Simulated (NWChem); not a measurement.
System: CH4AlFO; SMILES [O]([AlH][F])C

```xyz
8

Al    -0.5861     0.6258     0.0171
H     -1.9413     1.3879    -0.1552
F      0.8150     1.4757     0.3066
O     -0.5446    -1.0502    -0.0899
C      0.2924    -2.1563    -0.0264
H      0.2575    -2.7232    -0.9733
H      1.3466    -1.8856     0.1650
H     -0.0303    -2.8406     0.7777
```
Atoms are numbered in this order, from 1.

Level: PBE0/def2-SVP (NWChem), optimised geometry, unscaled harmonic frequencies. 

### Question
List the harmonic frequencies with IR intensities, and the thermochemistry.

### Answer
| frequency (cm⁻¹) | IR intensity (km/mol) |
|---|---|
| 65 | 0.0 |
| 92 | 7.8 |
| 150 | 13.1 |
| 299 | 43.0 |
| 496 | 186.9 |
| 661 | 63.3 |
| 705 | 71.3 |
| 892 | 156.7 |
| 1187 | 12.6 |
| 1191 | 0.1 |
| 1287 | 353.1 |
| 1476 | 2.4 |
| 1478 | 3.0 |
| 1484 | 15.3 |
| 2039 | 109.1 |
| 3014 | 86.6 |
| 3099 | 39.2 |
| 3105 | 35.4 |

| Property | Result |
|---|---|
| zero-point energy | 32.5 kcal/mol |
| thermal correction to the enthalpy at 298.15 K (with zero-point energy) | 36.8 kcal/mol |
| heat capacity Cv | 17.8 cal/(mol K) |
| entropy at 298.15 K and 1 atm (symmetry number 1) | 77.8 cal/(mol K) |
| dipole moment | 1.27 D |

Rigid rotor and harmonic oscillator; modes under 100 cm⁻¹ make the entropy uncertain.
